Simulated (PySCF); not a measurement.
A structure optimised at PBE-D3(BJ)/def2-SVP, used in a PySCF frequency run:

```xyz
7

Si    -0.9314     0.3650     0.0000
F     -1.5409    -0.3757     1.3055
F     -1.5409    -0.3757    -1.3055
N      0.7614     0.1738     0.0000
C      1.9600    -0.0043     0.0000
O      3.1262    -0.1664     0.0000
H     -1.3245     1.7924     0.0000
```

Write its SMILES, formula and point group.

O=C=N[SiH](F)F, CHF₂NOSi, Cs

What are its rotational constants (standard atomic weights)?

6.4898, 1.4860, 1.2901 GHz
